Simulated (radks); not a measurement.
The mean radii <r> (bohr) of the occupied orbitals of an atom or ion are listed with their occupations. Method: scalar-relativistic Kohn-Sham, SCAN, spin-unpolarised, spherical densities, finite nucleus; meta-GGA in the generalised Kohn-Sham scheme; Fermi nuclear charge, rms radius of each element as measured or else 0.836 A^(1/3) + 0.57 fm; computed with a radial shooting solver on a logarithmic mesh with Libxc functionals.

| orbital | occ. | <r> |
|---|---|---|
| 1s | 2 | 0.02723 |
| 2s | 2 | 0.1171 |
| 2p | 6 | 0.1025 |
| 3s | 2 | 0.3133 |
| 3p | 6 | 0.3117 |
| 3d | 10 | 0.2886 |
| 4s | 2 | 0.7405 |
| 4p | 6 | 0.7917 |
| 4d | 10 | 0.9172 |
| 5s | 2 | 1.857 |
| 5p | 2 | 2.173 |
| 5d | 1 | 3.204 |

Name the element and its charge.

Answer. Z = 53, iodine, charge +2: I2+ in [Kr] 4d10 5s2 5p2 5d1. The 1s radius gives Z: for a bare nucleus <r> = (2 gamma + 1)/(2Z) with gamma = sqrt(1 - (Z/c)^2), 0.02683 bohr for Z = 53, and screening makes it slightly larger (0.02723 here). The occupations add up to 51, and the charge is Z minus that.
